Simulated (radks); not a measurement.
Zn16+, 14 electrons, occupied as [Ne] 3s2 3p2. Calculated with a radial shooting solver on a logarithmic mesh with Libxc functionals: scalar-relativistic Kohn-Sham, PBE, spin-polarised, spherical densities, point nucleus; open shells are filled with parallel spins first.

Unscreened Slater integrals over Kohn-Sham orbitals (hartree). They are taken over the spin-up orbitals. Empty in this configuration: 3d.

| integral | value |
|---|---|
| F0(3p,3p) | 1.5832 |
| F2(3p,3p) | 0.80320 |
| F0(3p,3s) | 1.5687 |
| G1(3p,3s) | 1.0311 |
| F0(3p,2p) | 2.1035 |
| F2(3p,2p) | 0.50556 |
| G0(3p,2p) | 0.20349 |
| G2(3p,2p) | 0.21965 |
| F0(3p,2s) | 2.0468 |
| G1(3p,2s) | 0.15944 |
| F0(3p,3d) | 1.6388 |
| F2(3p,3d) | 0.80278 |
| G1(3p,3d) | 0.89111 |
| G3(3p,3d) | 0.58802 |
| F0(3s,3s) | 1.5578 |
| F0(3s,2p) | 2.0446 |
| G1(3s,2p) | 0.20223 |
| F0(3s,2s) | 2.0044 |
| G0(3s,2s) | 0.16075 |
| F0(3s,3d) | 1.6243 |
| G2(3s,3d) | 0.68040 |
| F0(2p,2p) | 4.6558 |
| F2(2p,2p) | 2.2035 |
| F0(2p,2s) | 4.2788 |
| G1(2p,2s) | 2.4555 |
| F0(2p,3d) | 2.2172 |
| F2(2p,3d) | 0.61323 |
| G1(2p,3d) | 0.54164 |
| G3(2p,3d) | 0.31091 |
| F0(2s,2s) | 4.0372 |
| F0(2s,3d) | 2.1954 |
| G2(2s,3d) | 0.50307 |
| F0(3d,3d) | 1.7338 |
| F2(3d,3d) | 0.89165 |
| F4(3d,3d) | 0.57578 |

Derived for the open shells (J is the average intra-shell exchange parameter used in DFT+U). 3p: J = F2/5 = 0.1606 hartree; in LS coupling 1D lies 6 F2/25 = 0.1928 hartree above 3P.
